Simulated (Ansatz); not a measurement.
C2H2F, doublet, at a GFN2-xTB geometry; R2SCAN/6-311G** (Ansatz, an electronic-structure program).

Here is a job for Ansatz.
Ansatz 0.2 input:
```yaml
crystal:
  periodic: [false, false, false]
  atoms:
    - {symbol: C, position_ang: [0.01269615, 0.41171885, -0.01137087]}
    - {symbol: C, position_ang: [1.19873388, -0.11100266, -0.02785296]}
    - {symbol: F, position_ang: [-1.19104254, -0.12604551, 0.03401395]}
    - {symbol: H, position_ang: [1.37985501, -1.18518672, -0.00369633]}
    - {symbol: H, position_ang: [2.07094770, 0.51529918, -0.06708620]}
basis:
  gaussian:
    orbitals: 6-311G__.json
hamiltonian:
  xc: r2scan
magnetization: {spin_polarized: true, initial_magnetization: 1}
accuracy: high
```
The basis file holds 6-311G** in the JSON format of the Basis Set Exchange.

Q: Write the output that Ansatz gives for this input, abridged.

A: 
```
Functional definition: r2SCAN
1254 factors; integrals over basis functions are off by at most 5.6e-9 eV
mean field evaluation 1: about -4813.7289 eV, gradient 3.4e1 eV
mean field evaluation 2: about -4806.0214 eV, gradient 4.8e1 eV
mean field evaluation 4: about -4819.1183 eV, gradient 2.3e0 eV
mean field evaluation 8: about -4819.1454 eV, gradient 2.7e-1 eV
mean field evaluation 16: about -4819.1465 eV, gradient 2.5e-4 eV
mean field -4819.14652160 eV, -177.1003681341 hartree, gradient 7.0e-8 eV, S^2 0.766760; 0 other end points of the search recorded, 0 dependent functions left out
reference -4819.14652288 eV, -177.1003681809 hartree; 12, 11 occupied and 54, 55 virtual orbitals, 1254 factors
Total energy: -4819.14652288 eV, -177.1003681809 hartree
```
